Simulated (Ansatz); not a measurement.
octafluoropropane (C3F8), SMILES FC(F)(F)C(F)(F)C(F)(F)F. Atoms are numbered in the order given.

```xyz
11

F      1.3746     1.0850     0.9891
C      1.3060    -0.0004     0.2341
F      1.3607    -1.0719     1.0100
F      2.3365    -0.0150    -0.5952
C      0.0000     0.0000    -0.5916
F     -0.0007    -1.0910    -1.3634
F      0.0007     1.0910    -1.3634
C     -1.3060     0.0004     0.2341
F     -1.3607     1.0719     1.0100
F     -2.3365     0.0150    -0.5952
F     -1.3746    -1.0850     0.9891
```

The structure is a stationary point at PBE0-D3(BJ)/def2-SVP.

Two levels are set side by side: PBE-D3(BJ)/def2-SVP (Ansatz, a program for electronic structure) and PBE0-D3(BJ)/def2-SVP (Ansatz). Each level has its own optimised geometry; the coordinates shown are those of the second. Differences are taken from unrounded values.

```
quantity              PBE0-D3(BJ)
--------------------  -----------
mean bond length (Å)        1.370
bond F1–C2 (Å)              1.324
bond C2–F3 (Å)              1.324
bond C2–F4 (Å)              1.323
bond C2–C5 (Å)              1.545
bond C5–F6 (Å)              1.336
bond C5–F7 (Å)              1.336
bond C5–C8 (Å)              1.545
bond C8–F9 (Å)              1.324
bond C8–F10 (Å)             1.323
bond C8–F11 (Å)             1.324
```

Q: What does PBE-D3(BJ) give, and how far is it from PBE0-D3(BJ)? (The exact figures need the calculation; the answer reports its results.)

A: 
```tsv
quantity	PBE-D3(BJ)	PBE-D3(BJ) minus PBE0-D3(BJ)
mean bond length (Å)	1.388	0.017
bond F1–C2 (Å)	1.342	0.018
bond C2–F3 (Å)	1.342	0.018
bond C2–F4 (Å)	1.341	0.018
bond C2–C5 (Å)	1.558	0.013
bond C5–F6 (Å)	1.354	0.018
bond C5–F7 (Å)	1.354	0.018
bond C5–C8 (Å)	1.558	0.013
bond C8–F9 (Å)	1.342	0.018
bond C8–F10 (Å)	1.341	0.018
bond C8–F11 (Å)	1.342	0.018
```

Exact exchange shortens and stiffens bonds; PBE has none. Differences between two approximate levels are no errors against the true value.
